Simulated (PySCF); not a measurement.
All values below come from r2SCAN-D4/def2-TZVP in PySCF. Gas-phase values, no solvent. Excitations are Tamm–Dancoff values on a coarser integration grid. The basis has no diffuse functions, so Rydberg states are missing or too high.

Reference species (SMILES): `B1C[SiH2]1` (neutral, multiplicity 1).

The LUMO comes out as -2.16 eV and the T1 excitation (TDA) is 2.98 eV. The HOMO–LUMO gap is 3.95 eV.

Changed species: `CB=[SiH2]`.

**Question.** Give the shifts of the LUMO, T1 excitation (TDA) and HOMO–LUMO gap.

**Answer.** the LUMO falls by 0.67 eV, to -2.83 eV; the T1 excitation (TDA) falls by 1.55 eV, to 1.43 eV; the HOMO–LUMO gap falls by 1.83 eV, to 2.12 eV.
